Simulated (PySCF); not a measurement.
C3H8N (SMILES CC[N]C), doublet, geometry from GFN2-xTB; CCSD(T)/STO-3G run with PySCF.

Here is a job for PySCF.
```python
from pyscf import gto, scf, cc

mol = gto.Mole()
mol.atom = '''
    C     1.822494    0.427937   -0.096667
    C     0.554327   -0.407377    0.014113
    N    -0.595356    0.397684   -0.060654
    C    -1.832860   -0.248655    0.111885
    H     2.701996   -0.210383   -0.061831
    H     1.819861    0.981001   -1.031520
    H     1.868455    1.141595    0.721125
    H     0.536184   -1.165969   -0.792569
    H     0.564161   -0.994438    0.952956
    H    -2.371269    0.242331    0.931371
    H    -1.771973   -1.328235    0.312701
    H    -2.443683   -0.081121   -0.783638
'''
mol.basis = 'sto-3g'
mol.charge = 0
mol.spin = 1
mol.verbose = 4
mol.build()

mf = scf.UHF(mol)
mf.kernel()

mycc = cc.CCSD(mf)
mycc.kernel()
et = mycc.ccsd_t()
print('E(CCSD(T)) = %.10f' % (mycc.e_tot + et))
```

Output, abridged:

```
PySCF version 2.14.0

[INPUT] verbose = 4
[INPUT] num. atoms = 12
[INPUT] num. electrons = 33
[INPUT] charge = 0
[INPUT] spin (= nelec alpha-beta = 2S) = 1
[INPUT] symmetry False subgroup None
[INPUT] Mole.unit = angstrom
[INPUT] Symbol           X                Y                Z      unit          X                Y                Z       unit  Magmom
[...]
nuclear repulsion = 125.30573088966
number of shells = 20
number of NR pGTOs = 84
number of NR cGTOs = 28
basis = sto-3g
ecp = {}

******** <class 'pyscf.scf.uhf.UHF'> ********
method = UHF
initial guess = minao
damping factor = 0
level_shift factor = 0
DIIS = <class 'pyscf.scf.diis.CDIIS'>
diis_start_cycle = 1
diis_space = 8
diis_damp = 0
SCF conv_tol = 1e-09
SCF conv_tol_grad = None
SCF max_cycles = 50
direct_scf = True
direct_scf_tol = 1e-13
number electrons alpha = 17  beta = 16
Set gradient conv threshold to 3.16228e-05
init E= -171.058564459242

cycle= 1 E= -170.508723849307  delta_E= 0.55  |g|= 0.254  |ddm|= 2.86
cycle= 2 E= -170.569009239132  delta_E= -0.0603  |g|= 0.0852  |ddm|= 0.38
cycle= 3 E= -170.575754422783  delta_E= -0.00675  |g|= 0.0289  |ddm|= 0.136
cycle= 4 E= -170.577023742265  delta_E= -0.00127  |g|= 0.00682  |ddm|= 0.0666
cycle= 5 E= -170.577089797534  delta_E= -6.61e-05  |g|= 0.0031  |ddm|= 0.0146
cycle= 6 E= -170.577106604953  delta_E= -1.68e-05  |g|= 0.00116  |ddm|= 0.00947
cycle= 7 E= -170.57710950701  delta_E= -2.9e-06  |g|= 0.000327  |ddm|= 0.00512
cycle= 8 E= -170.577109685079  delta_E= -1.78e-07  |g|= 0.00016  |ddm|= 0.000912
cycle= 9 E= -170.577109744751  delta_E= -5.97e-08  |g|= 6.08e-05  |ddm|= 0.000638
cycle= 10 E= -170.577109752637  delta_E= -7.89e-09  |g|= 2.21e-05  |ddm|= 0.000216
cycle= 11 E= -170.577109754107  delta_E= -1.47e-09  |g|= 1.51e-05  |ddm|= 7.51e-05
cycle= 12 E= -170.577109755264  delta_E= -1.16e-09  |g|= 1.06e-05  |ddm|= 7.75e-05
cycle= 13 E= -170.577109756378  delta_E= -1.11e-09  |g|= 4.22e-06  |ddm|= 0.000127
cycle= 14 E= -170.577109756535  delta_E= -1.58e-10  |g|= 1.69e-06  |ddm|= 5.42e-05
Extra cycle  E= -170.57710975654  delta_E= -4.38e-12  |g|= 1.22e-06  |ddm|= 3.19e-06
converged SCF energy = -170.57710975654  <S^2> = 0.75925624  2S+1 = 2.0092349

******** <class 'pyscf.cc.uccsd.UCCSD'> ********
CC2 = 0
CCSD nocc = (np.int64(17), np.int64(16)), nmo = (28, 28)
max_cycle = 50
direct = 0
conv_tol = 1e-07
conv_tol_normt = 1e-06
diis_space = 6
diis_start_cycle = 0
diis_start_energy_diff = 1e+09
Init t2, MP2 energy = -0.181955321490697
Init E_corr(UCCSD) = -0.181955321492329
cycle = 1  E_corr(UCCSD) = -0.223768586003408  dE = -0.0418132645  norm(t1,t2) = 0.0749427
cycle = 2  E_corr(UCCSD) = -0.2369546032798  dE = -0.0131860173  norm(t1,t2) = 0.0290118
cycle = 3  E_corr(UCCSD) = -0.245139565834933  dE = -0.00818496256  norm(t1,t2) = 0.0131511
cycle = 4  E_corr(UCCSD) = -0.245211795692508  dE = -7.22298576e-05  norm(t1,t2) = 0.00304553
cycle = 5  E_corr(UCCSD) = -0.245224871489799  dE = -1.30757973e-05  norm(t1,t2) = 0.00114804
cycle = 6  E_corr(UCCSD) = -0.245245634412884  dE = -2.07629231e-05  norm(t1,t2) = 0.000502376
cycle = 7  E_corr(UCCSD) = -0.245240043205632  dE = 5.59120725e-06  norm(t1,t2) = 0.000151719
cycle = 8  E_corr(UCCSD) = -0.245241074058629  dE = -1.030853e-06  norm(t1,t2) = 4.1224e-05
cycle = 9  E_corr(UCCSD) = -0.245241519261144  dE = -4.45202516e-07  norm(t1,t2) = 1.80597e-05
cycle = 10  E_corr(UCCSD) = -0.245241685143207  dE = -1.65882062e-07  norm(t1,t2) = 7.87732e-06
cycle = 11  E_corr(UCCSD) = -0.245241439166023  dE = 2.45977184e-07  norm(t1,t2) = 2.75491e-06
cycle = 12  E_corr(UCCSD) = -0.245241260380101  dE = 1.78785922e-07  norm(t1,t2) = 1.47672e-06
cycle = 13  E_corr(UCCSD) = -0.245241207573314  dE = 5.28067874e-08  norm(t1,t2) = 8.79048e-07
UCCSD converged
E(UCCSD) = -170.822350964113  E_corr = -0.2452412075733139
UCCSD(T) correction = -0.00168769141662577
E(CCSD(T)) = -170.8240386555
```
